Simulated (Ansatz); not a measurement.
`F[SiH](Cl)N[SiH3]` + H₂ → `[SiH3]N[SiH2]Cl` + H–F at 298.15 K and 1 bar (hydrogenolysis of the Si–F bond).

Isolated molecules relaxed with PBE0-D4/def2-TZVP in Ansatz; ΔE leaves out vibrations. CBS: MP2 limit from def2 TZ/QZ plus the TZ coupled-cluster correction, frozen cores. This one scheme is used for every species. One conformer a species, not always the lowest.

| species | CCSD(T)/CBS energy (Eh) | H − E (kJ/mol) | S (J/(mol·K)) |
| --- | --- | --- | --- |
| `F[SiH](Cl)N[SiH3]` | -1195.61660 | 168.7 | 374.8 |
| H₂ | -1.17544 | 35.1 | 130.4 |
| `[SiH3]N[SiH2]Cl` | -1096.34659 | 180.1 | 353.5 |
| H–F | -100.39570 | 33.5 | 173.6 |

H − E and S are ideal-gas, rigid-rotor, harmonic terms from PBE0-D4/def2-TZVP, for one conformer and one mirror image of each species. For small species the MP2-based limit differs from directly extrapolated CCSD(T) by up to some mEh (0.8 for H₂); such offsets cancel only in part. 1 Eh = 2625.50 kJ/mol, R = 8.31446 J/(mol·K).

Task: By hand: ΔE, ΔH, ΔS and ΔG.

Result: ΔE = (-1096.34659) + (-100.39570) − (-1195.61660) − (-1.17544) = 0.04975 Eh = 130.6 kJ/mol. Δ(H − E) = 180.1 + 33.5 − 168.7 − 35.1 = 9.8, so ΔH = 140.4 kJ/mol. ΔS = 353.5 + 173.6 − 374.8 − 130.4 = 21.9 J/(mol·K). ΔG = 140.4 − 298.15 × (21.9)/1000 = 133.9 kJ/mol.

Task: By hand: the equilibrium constant, and the temperature at which ΔG would vanish if ΔH and ΔS stayed fixed.

Result: log₁₀ K = −ΔG/(RT ln 10) = -23.5. ΔG = 0 at ΔH/ΔS = 6411 K, far beyond where these terms or the molecules hold.

ΔH outweighs TΔS. A doubt of 5 kJ/mol in ΔE shifts log₁₀ K by 0.9 here. Other conformers and mirror images would add mixing entropy, several J/(mol·K) or more a flexible species. Modes under 60 cm⁻¹, often nearly free rotors, make the harmonic entropy too high. These are equilibria of isolated gas molecules and say nothing of rates. Largest T1 diagnostic: 0.011 (customary marks: 0.02 for closed shells, 0.045 for open ones).
